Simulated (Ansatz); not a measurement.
Computed with Ansatz on PBE0-D4/def2-TZVP structures; ΔE is electronic, products minus reactants. CCSD(T)/CBS adds triple-zeta CCSD(T) − MP2 to the extrapolated MP2 energy (def2 sets, frozen cores). Functionals use def2-TZVPP. B3LYP here is the variant with VWN-RPA as its local correlation; programs differ in this. For Se outer-core shells are correlated without core-valence functions, which leaves a few kJ/mol of doubt a bond. Scalar relativity is left out up to krypton. Each species was taken in one conformer, which may not be the lowest.

`C[Se]BCF` → `CB[Se]CF`  (isomerisation)

`C[Se]BCF`:

Cartesian coordinates in Å:
```
C 1.419 0.073 1.844
Se 0.861 0.986 0.213
B -0.495 -0.185 -0.423
C -1.207 0.119 -1.787
F -2.297 -0.716 -2.012
H 1.373 0.783 2.668
H 2.439 -0.282 1.718
H 0.746 -0.761 2.027
H -0.773 -1.148 0.225
H -1.563 1.154 -1.855
H -0.503 -0.023 -2.618
```

`CB[Se]CF`:

```xyz
11

C    -1.450    1.608    0.245
B    -0.447    0.421    0.318
Se    0.624   -0.062   -1.193
C     1.581   -1.594   -0.455
F     0.954   -2.770   -0.766
H    -1.221    2.334    1.035
H    -1.486    2.136   -0.710
H    -2.458    1.241    0.474
H    -0.296   -0.227    1.313
H     2.581   -1.605   -0.889
H     1.617   -1.482    0.629
```

| level | ΔE (kJ/mol) | difference from CCSD(T)/CBS |
| --- | --- | --- |
| PBE0-D4 | -15.9 | -1.2 |
| B3LYP-D4 | -14.9 | -0.2 |
| ωB97X-V | -14.4 | 0.3 |
| ωB97M-V | -15.1 | -0.4 |
| PBE | -17.0 | -2.3 |
| r2SCAN | -18.0 | -3.3 |
| PBE0 | -15.6 | -0.9 |
| B3LYP | -14.3 | 0.4 |
| HF/def2-TZVPP | -10.5 | 4.2 |
| SCS-MP2/def2-TZVPP | -14.1 | 0.6 |
| CCSD/def2-TZVPP | -13.3 | 1.4 |
| CCSD(T)/def2-TZVPP | -14.3 | 0.4 |
| HF/def2-QZVPP | -10.6 | 4.1 |
| SCS-MP2/def2-QZVPP | -14.3 | 0.4 |
| HF/CBS(def2) | -10.7 | 4.0 |
| CCSD/CBS(def2) | -13.8 | 0.9 |
| CCSD(T)/CBS | -14.7 | 0 |

Largest T1 diagnostic among the species: 0.012.

In def2-TZVPP, CCSD(T) changes the Hartree–Fock value by −3.8 kJ/mol (the triples alone add −1.0 kJ/mol) and MP2 by −5.6 kJ/mol.
